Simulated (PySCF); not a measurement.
KH, optimised at B3LYP/6-31G*:

```xyz
2

K      0.0034    -0.8451     0.7748
H     -0.0034     0.8451    -0.7748
```

Method: PySCF energies (xtb for GFN2) plus ideal-gas RRHO corrections (1 bar). 6-31G* has spherical d functions here. All species are closed-shell singlets. B3LYP is the form with VWN-RPA correlation.

Q: List the harmonic frequencies (cm⁻¹, unscaled) at this level and at the other levels, each on its own geometry.

A: 
- B3LYP/6-31G*: 975
- GFN2-xTB: 1214
- HF/6-31G*: 998
- PBE/def2-SVP: 948
- PBE0/def2-TZVP: 974
